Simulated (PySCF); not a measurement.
CH7B2OP.
Structure used (PBE0-D3(BJ)/def2-SVP), in Å, numbered top down from 1:
```xyz
12
CH7B2OP angstrom
B      2.9644    0.3514    0.6055
P      1.5185    0.2264   -0.4961
B     -0.1992    0.2525    0.2788
O     -1.2144   -0.3658   -0.3402
C     -2.5328   -0.3690    0.1495
H      4.0371   -0.0685    0.2511
H      2.8194    0.9485    1.6435
H      1.6278   -0.7135   -1.5450
H     -0.3487    0.8689    1.3119
H     -2.6156    0.1872    1.0972
H     -2.8562   -1.4085    0.3105
H     -3.1979    0.0889   -0.5983
```

Computed, not measured: PySCF, delta-SCF UKS SCAN, pcX-2 on the ionised atom, pcseg-1 elsewhere, spin-free X2C. Every row has its own mixed basis.

```
ionised atom  basis functions  E(ground) (Eh)  E(ionised) (Eh)
          B3              140      -509.35792       -502.14214
          C5              140      -509.36245       -498.60570
          O4              140      -509.38928       -489.58465
          P2              151      -509.44536       -430.45876
```

Q: What are the 1s binding energies?

A: E(ionised) − E(ground), at 27.2114 eV a hartree:

| atom | environment | difference (Eh) | binding energy (eV) |
| --- | --- | --- | --- |
| B3 | three-coordinate boron | 7.21578 | 196.35 |
| C5 | methoxy carbon | 10.75675 | 292.71 |
| O4 | boron-bound oxygen | 19.80463 | 538.91 |
| P2 | three-coordinate phosphorus | 78.98660 | 2149.33 |

Q: How much do the ground-state energies differ, and what would follow from using one of them for all holes?

A: They run from -509.4454 Eh (core basis on P2) to -509.3579 Eh (on B3), 0.0875 Eh or 2.38 eV apart, though the state is the same; only basis and grid differ. Pairing the ion of B3 with the ground state of P2 would put its binding energy 2.38 eV too high.

Only 1s holes are shown. Isolated species at its PBE0-D3(BJ)/def2-SVP geometry (one conformer only).

Time: 53 s. Hardware: one thread of an Arm Neoverse V1, no GPU (shared host).
